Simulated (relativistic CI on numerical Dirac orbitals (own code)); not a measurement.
# Energy levels of Tm48+

Computed by Dirac-Coulomb-Breit CI, separate exchange-only KLI orbitals for each configuration, model QED (radiative potential, 1s self-energy scaled to tabulated hydrogen-like ionisation energies), unscaled Slater integrals (own radial code, finite nucleus).

Configurations in the expansion (outside the closed core [Ne]): 3s2 3p6 3d3, 3s2 3p5 3d4, 3s 3p6 3d4, 3s2 3p6 3d2 4s, 3s2 3p6 3d2 4p, 3s2 3p6 3d2 4d, 3s2 3p5 3d3 4s, 3s2 3p6 3d2 4f, 3s2 3p5 3d3 4p, 3s 3p6 3d3 4s, 3p6 3d4 4p, 3p6 3d5, 3p5 3d6, 3p5 3d5 4s, 3p6 3d4 4s, 3p5 3d4 4s2, 3s2 3p6 3d 4s2, 3s2 3p6 4s2 4p, 3s2 3p6 4s2 4d. Double excitations out of closed p, d and f shells are left out; levels of such configurations are missing from the list, as are those of other unlisted configurations, and high levels can miss mixing partners. These lack a partner that the ground configuration has and come out too high: 3s2 3p5 3d3 4p.

The lowest level is 3s2 3p6 3d3 4F_3/2, with 48 % of that term; Hund's rules for 3s2 3p6 3d3 give 4F with J = 3/2, in agreement.

| No. | Configuration | Term | J | E (eV) | % | Landé g | Lifetime (s) | jj configuration (%) |
| --- | --- | --- | --- | --- | --- | --- | --- | --- |
| 1 | 3s2 3p6 3d3 | 4F | 3/2 | 0.000 | 48 | 0.697 |  | 3d3/2^3 (98) |
| 2 | 3s2 3p6 3d3 | 4F | 5/2 | 44.822 | 83 | 1.049 | 8.61e-07 | 3d3/2^2 3d5/2 (99) |
| 3 | 3s2 3p6 3d3 | 4P | 3/2 | 51.167 | 39 | 1.184 | 1.04e-06 | 3d3/2^2 3d5/2 (98) |
| 4 | 3s2 3p6 3d3 | 2G | 7/2 | 54.128 | 48 | 1.044 | 1.70e-04 | 3d3/2^2 3d5/2 (96) |
| 5 | 3s2 3p6 3d3 | 2H | 9/2 | 54.430 | 44 | 1.041 | 9.35e+00 | 3d3/2^2 3d5/2 (99) |
| 6 | 3s2 3p6 3d3 | 4P | 1/2 | 56.180 | 58 | 1.830 | 2.77e-06 | 3d3/2^2 3d5/2 (100) |
| 7 | 3s2 3p6 3d3 | 4P | 5/2 | 77.244 | 39 | 1.274 | 6.11e-06 | 3d3/2^2 3d5/2 (92) |
| 8 | 3s2 3p6 3d3 | 4F | 7/2 | 98.298 | 63 | 1.104 | 4.56e-07 | 3d3/2 3d5/2^2 (98) |
| 9 | 3s2 3p6 3d3 | 4F | 9/2 | 102.339 | 52 | 1.131 | 7.82e-07 | 3d3/2 3d5/2^2 (97) |
| 10 | 3s2 3p6 3d3 | 4P | 3/2 | 107.555 | 41 | 1.117 | 3.68e-07 | 3d3/2 3d5/2^2 (99) |
| 11 | 3s2 3p6 3d3 | 2P | 1/2 | 110.333 | 58 | 1.488 | 5.81e-07 | 3d3/2 3d5/2^2 (100) |
| 12 | 3s2 3p6 3d3 | 2H | 11/2 | 111.463 | 100 | 1.081 | 1.91e-06 | 3d3/2 3d5/2^2 (100) |
| 13 | 3s2 3p6 3d3 | 2D | 5/2 | 112.409 | 46 | 1.256 | 7.44e-07 | 3d3/2 3d5/2^2 (92) |
| 14 | 3s2 3p6 3d3 | 2F | 5/2 | 119.651 | 43 | 1.101 | 1.14e-06 | 3d3/2 3d5/2^2 (97) |
| 15 | 3s2 3p6 3d3 | 2F | 7/2 | 120.768 | 81 | 1.091 | 1.42e-06 | 3d3/2 3d5/2^2 (98) |
| 16 | 3s2 3p6 3d3 | 2D | 3/2 | 139.059 | 72 | 0.922 | 6.58e-07 | 3d3/2 3d5/2^2 (91) |
| 17 | 3s2 3p6 3d3 | 2G | 9/2 | 155.617 | 51 | 1.151 | 3.76e-07 | 3d5/2^3 (98) |
| 18 | 3s2 3p6 3d3 | 2D | 3/2 | 169.747 | 50 | 1.095 | 3.55e-07 | 3d5/2^3 (92) |
| 19 | 3s2 3p6 3d3 | 2D | 5/2 | 179.506 | 61 | 1.157 | 2.75e-07 | 3d5/2^3 (95) |
| 20 | 3s2 3p5 3d4 | 4P° | 3/2 | 259.867 | 21 | 1.455 | 1.91e-10 | 3p3/2^3 3d3/2^4 (94) |
| 21 | 3s2 3p5 3d4 | 6D° | 5/2 | 298.347 | 31 | 1.500 | 1.35e-10 | 3p3/2^3 3d3/2^3 3d5/2 (93) |
| 22 | 3s2 3p5 3d4 | 4P° | 1/2 | 305.903 | 28 | 1.873 | 5.84e-11 | 3p3/2^3 3d3/2^3 3d5/2 (95) |
| 23 | 3s2 3p5 3d4 | 6D° | 7/2 | 307.720 | 24 | 1.322 | 1.18e-10 | 3p3/2^3 3d3/2^3 3d5/2 (87) |
| 24 | 3s2 3p5 3d4 | 2D° | 3/2 | 308.099 | 25 | 1.302 | 1.86e-10 | 3p3/2^3 3d3/2^3 3d5/2 (95) |
| 25 | 3s2 3p5 3d4 | 4F° | 9/2 | 308.626 | 30 | 1.233 | 1.75e-10 | 3p3/2^3 3d3/2^3 3d5/2 (91) |
| 26 | 3s2 3p5 3d4 | 4G° | 11/2 | 313.639 | 34 | 1.166 | 2.44e-10 | 3p3/2^3 3d3/2^3 3d5/2 (95) |
| 27 | 3s2 3p5 3d4 | 2G° | 7/2 | 314.792 | 23 | 1.080 | 1.19e-10 | 3p3/2^3 3d3/2^3 3d5/2 (93) |
| 28 | 3s2 3p5 3d4 | 4F° | 5/2 | 319.973 | 29 | 1.071 | 9.57e-11 | 3p3/2^3 3d3/2^3 3d5/2 (93) |
| 29 | 3s2 3p5 3d4 | 4D° | 3/2 | 321.173 | 23 | 1.445 | 1.61e-10 | 3p3/2^3 3d3/2^3 3d5/2 (86) |
| 30 | 3s2 3p5 3d4 | 4D° | 5/2 | 325.729 | 26 | 1.296 | 1.66e-10 | 3p3/2^3 3d3/2^3 3d5/2 (88) |
| 31 | 3s2 3p5 3d4 | 2G° | 9/2 | 327.963 | 28 | 1.144 | 6.69e-10 | 3p3/2^3 3d3/2^3 3d5/2 (90) |
| 32 | 3s2 3p5 3d4 | 4F° | 7/2 | 330.393 | 28 | 1.160 | 2.91e-10 | 3p3/2^3 3d3/2^3 3d5/2 (88) |
| 33 | 3s2 3p5 3d4 | 4D° | 1/2 | 344.996 | 41 | 0.599 | 1.48e-12 | 3p3/2^3 3d3/2^3 3d5/2 (92) |
| 34 | 3s2 3p5 3d4 | 6D° | 9/2 | 349.706 | 34 | 1.253 | 1.44e-10 | 3p3/2^3 3d3/2^2 3d5/2^2 (87) |
| 35 | 3s2 3p5 3d4 | 6D° | 7/2 | 350.668 | 28 | 1.333 | 4.84e-11 | 3p3/2^3 3d3/2^2 3d5/2^2 (84) |
| 36 | 3s2 3p5 3d4 | 4G° | 5/2 | 352.007 | 43 | 0.812 | 9.91e-13 | 3p3/2^3 3d3/2^3 3d5/2 (84) |
| 37 | 3s2 3p5 3d4 | 6D° | 3/2 | 354.580 | 22 | 1.393 | 3.12e-11 | 3p3/2^3 3d3/2^2 3d5/2^2 (94) |
| 38 | 3s2 3p5 3d4 | 4D° | 1/2 | 354.682 | 35 | 1.350 | 7.63e-11 | 3p3/2^3 3d3/2^2 3d5/2^2 (96) |
| 39 | 3s2 3p5 3d4 | 6F° | 11/2 | 355.567 | 29 | 1.204 | 1.67e-10 | 3p3/2^3 3d3/2^2 3d5/2^2 (95) |
| 40 | 3s2 3p5 3d4 | 4F° | 5/2 | 359.451 | 24 | 1.241 | 1.45e-11 | 3p3/2^3 3d3/2^2 3d5/2^2 (86) |
| 41 | 3s2 3p5 3d4 | 4H° | 13/2 | 360.491 | 47 | 1.151 | 1.07e-10 | 3p3/2^3 3d3/2^2 3d5/2^2 (98) |
| 42 | 3s2 3p5 3d4 | 2D° | 3/2 | 361.721 | 37 | 0.806 | 7.93e-13 | 3p3/2^3 3d3/2^3 3d5/2 (85) |
| 43 | 3s2 3p5 3d4 | 4F° | 7/2 | 361.828 | 21 | 1.086 | 3.86e-11 | 3p3/2^3 3d3/2^2 3d5/2^2 (99) |
| 44 | 3s2 3p5 3d4 | 4G° | 11/2 | 362.893 | 30 | 1.154 | 1.99e-10 | 3p3/2^3 3d3/2^2 3d5/2^2 (96) |
| 45 | 3s2 3p5 3d4 | 4F° | 7/2 | 363.070 | 21 | 1.215 | 3.75e-11 | 3p3/2^3 3d3/2^2 3d5/2^2 (89) |
| 46 | 3s2 3p5 3d4 | 6F° | 9/2 | 363.621 | 25 | 1.173 | 7.29e-11 | 3p3/2^3 3d3/2^2 3d5/2^2 (92) |
| 47 | 3s2 3p5 3d4 | 4I° | 15/2 | 363.734 | 52 | 1.126 | 4.11e-03 | 3p3/2^3 3d3/2^2 3d5/2^2 (99) |
| 48 | 3s2 3p5 3d4 | 4P° | 3/2 | 365.675 | 30 | 1.398 | 1.80e-11 | 3p3/2^3 3d3/2^2 3d5/2^2 (90) |
| 49 | 3s2 3p5 3d4 | 2D° | 5/2 | 366.263 | 18 | 1.171 | 2.71e-11 | 3p3/2^3 3d3/2^2 3d5/2^2 (92) |
| 50 | 3s2 3p5 3d4 | 4D° | 5/2 | 367.851 | 38 | 1.307 | 1.79e-11 | 3p3/2^3 3d3/2^2 3d5/2^2 (91) |
| 51 | 3s2 3p5 3d4 | 2H° | 9/2 | 367.887 | 38 | 1.066 | 4.28e-11 | 3p3/2^3 3d3/2^2 3d5/2^2 (96) |
| 52 | 3s2 3p5 3d4 | 4D° | 7/2 | 372.130 | 38 | 1.188 | 1.51e-11 | 3p3/2^3 3d3/2^2 3d5/2^2 (96) |
| 53 | 3s2 3p5 3d4 | 2F° | 5/2 | 372.314 | 43 | 0.980 | 2.24e-11 | 3p3/2^3 3d3/2^2 3d5/2^2 (92) |
| 54 | 3s2 3p5 3d4 | 2I° | 13/2 | 372.437 | 53 | 1.100 | 2.39e-10 | 3p3/2^3 3d3/2^2 3d5/2^2 (98) |
| 55 | 3s2 3p5 3d4 | 4G° | 9/2 | 373.764 | 36 | 1.146 | 1.48e-11 | 3p3/2^3 3d3/2^2 3d5/2^2 (94) |
| 56 | 3s2 3p5 3d4 | 2H° | 11/2 | 374.846 | 53 | 1.093 | 1.28e-11 | 3p3/2^3 3d3/2^2 3d5/2^2 (98) |
| 57 | 3s2 3p5 3d4 | 4F° | 3/2 | 376.374 | 39 | 0.887 | 7.92e-12 | 3p3/2^3 3d3/2^2 3d5/2^2 (91) |
| 58 | 3s2 3p5 3d4 | 4G° | 7/2 | 384.055 | 25 | 1.120 | 2.85e-12 | 3p3/2^3 3d3/2^2 3d5/2^2 (94) |
| 59 | 3s2 3p5 3d4 | 4G° | 11/2 | 384.635 | 52 | 1.170 | 7.75e-12 | 3p3/2^3 3d3/2^2 3d5/2^2 (94) |
| 60 | 3s2 3p5 3d4 | 4D° | 1/2 | 386.149 | 54 | 0.691 | 3.65e-11 | 3p3/2^3 3d3/2^2 3d5/2^2 (87) |
| 61 | 3s2 3p5 3d4 | 2D° | 3/2 | 386.264 | 31 | 1.137 | 4.91e-12 | 3p3/2^3 3d3/2^2 3d5/2^2 (92) |
| 62 | 3s2 3p5 3d4 | 2H° | 9/2 | 388.224 | 28 | 1.098 | 3.92e-12 | 3p3/2^3 3d3/2^2 3d5/2^2 (89) |
| 63 | 3s2 3p5 3d4 | 2F° | 5/2 | 389.777 | 35 | 1.129 | 6.72e-12 | 3p3/2^3 3d3/2^2 3d5/2^2 (90) |
| 64 | 3s2 3p5 3d4 | 2P° | 3/2 | 390.376 | 25 | 1.149 | 5.48e-12 | 3p3/2^3 3d3/2^2 3d5/2^2 (87) |
| 65 | 3s2 3p5 3d4 | 4F° | 5/2 | 392.204 | 34 | 1.132 | 4.64e-12 | 3p3/2^3 3d3/2^2 3d5/2^2 (92) |
| 66 | 3s2 3p5 3d4 | 4D° | 7/2 | 392.662 | 30 | 1.137 | 1.91e-11 | 3p3/2^3 3d3/2^2 3d5/2^2 (91) |
| 67 | 3s2 3p5 3d4 | 2H° | 11/2 | 396.940 | 43 | 1.073 | 2.97e-12 | 3p3/2^3 3d3/2^2 3d5/2^2 (93) |
| 68 | 3s2 3p5 3d4 | 4F° | 9/2 | 398.029 | 42 | 1.179 | 7.01e-12 | 3p3/2^3 3d3/2^2 3d5/2^2 (74) |
| 69 | 3s2 3p5 3d4 | 2G° | 7/2 | 401.916 | 26 | 1.096 | 2.84e-12 | 3p3/2^3 3d3/2^2 3d5/2^2 (92) |
| 70 | 3s2 3p5 3d4 | 4D° | 3/2 | 402.357 | 32 | 1.126 | 1.04e-12 | 3p3/2^3 3d3/2^2 3d5/2^2 (91) |

Energies count from the lowest computed level; ° marks odd parity; lifetimes are radiative, by E1, M1, E2, M2, E3 decay to levels of this space only. Filled j subshells are mostly left out of the jj labels.

The mean weight of the leading LS term, summed over parents, in these 70 levels is 39 %, and that of the leading jj configuration (from the same eigenvectors) 93 %, so jj coupling describes them better and the LS labels are nominal.

At this charge energies of transitions that change n are usually good to better than 1 %, and those within a shell (Δn = 0) to a few per cent.

LS names give the leading component of a level, which can be under half, so a name can repeat, a term be missing and a line seem to break the LS rules.
